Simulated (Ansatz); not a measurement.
Gas-phase electronic energies from Ansatz, PBE0-D4/def2-TZVP geometries. CCSD(T)/CBS adds triple-zeta CCSD(T) − MP2 to the extrapolated MP2 energy (def2 sets, frozen cores). DFT in def2-TZVPP. HSE06 is defined as in plane-wave codes. For Ge outer-core shells are correlated without core-valence functions, which leaves a few kJ/mol of doubt a bond. Scalar relativity is left out up to krypton. One conformer a species, not always the lowest.

Consider the cleavage of the B–Ge bond: `[BH2][GeH2][F]` + `C#C[SiH2]O` → `BO[SiH2]C#C` + `[F][GeH3]`.

```csv
level,ΔE (kJ/mol)
r2SCANh-D4,-147.6
HSE06-D4,-142.9
r2SCANh,-147.2
MP2/def2-SVP,-177.2
```

Q: What does CCSD(T)/CBS give? (Best estimate.)

A: Computed: -145.0 kJ/mol. The listed levels differ from it by -2.6, 2.1, -2.2, -32.2 kJ/mol.

Q: What do rigid-rotor, harmonic-oscillator terms from PBE0-D4/def2-TZVP frequencies (298.15 K, 1 bar) make of the CCSD(T)/CBS value? (Estimate.)

A: The calculation gave: ΔZPE = -0.3 kJ/mol, ΔH = -146.5 kJ/mol, ΔS = -16 J/(mol·K), ΔG = -141.9 kJ/mol. Modes under 50 cm⁻¹ make the entropy rough.

Largest T1 diagnostic among the species: 0.014.

From BLYP to BHLYP (50 % exact exchange), in def2-TZVPP and without D4, ΔE moves by −5.8 kJ/mol. At CCSD(T), def2-SVP lies −28.8 kJ/mol from the extrapolated value and def2-TZVPP −3.1 kJ/mol. In def2-TZVPP, CCSD(T) changes the Hartree–Fock value by +9.6 kJ/mol (the triples alone add −0.5 kJ/mol) and MP2 by +5.6 kJ/mol.
